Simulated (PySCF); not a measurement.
# MoO₂Cl + HCl → MoO(OH) + Cl₂

Level: PBE0 in the def2-TZVP basis family, computed in PySCF with density fitting; scalar-relativistic core potentials for atoms from Rb on, none lighter, no spin–orbit coupling; open shells unrestricted.

| species | state and structure | E (Eh) | ZPE (kJ/mol) | H(298 K) − H(0) (kJ/mol) | S° (J/(mol K)) |
| --- | --- | --- | --- | --- | --- |
| MoO₂Cl | doublet, Cs, Mo–Cl 2.256 Å, Mo–O 1.673 Å (×2); Cl–Mo–O 118.1° (×2), O–Mo–O 111.0° | -678.72244 | 18.9 | 15.2 | 320.7 |
| HCl | singlet, C∞v, H–Cl 1.279 Å | -460.66440 | 17.9 | 8.7 | 186.6 |
| MoO(OH) | quartet, Cs, Mo–O 1.675 Å, Mo–O 1.887 Å, O–H 0.957 Å; H–O–Mo 139.8°, O–Mo–O 143.1° | -219.17757 | 41.1 | 13.0 | 294.2 |
| Cl₂ | singlet, D∞h, Cl–Cl 1.982 Å | -920.08940 | 3.5 | 9.1 | 222.5 |

Q: What is the electronic reaction energy?

A: At PBE0/def2-TZVP, ΔE = 314.7 kJ/mol from the differences of the total energies times 2625.5, uphill. 

Q: Add zero-point, thermal and entropy terms for 298.15 K and 1 bar.

A: ΔZPE = 7.8 and Δ[H(298) − H(0)] = -1.8 kJ/mol give ΔH° = 320.7 kJ/mol. ΔS° = 9.4 J/(mol K), so ΔG° = 320.7 − 298.15 × (0.0094) = 318 kJ/mol.

Open d or f shells are single determinants, so the state found may not be the ground state. Only the bonding shown was studied: isomers, or loss of a ligand pair, can lie lower.
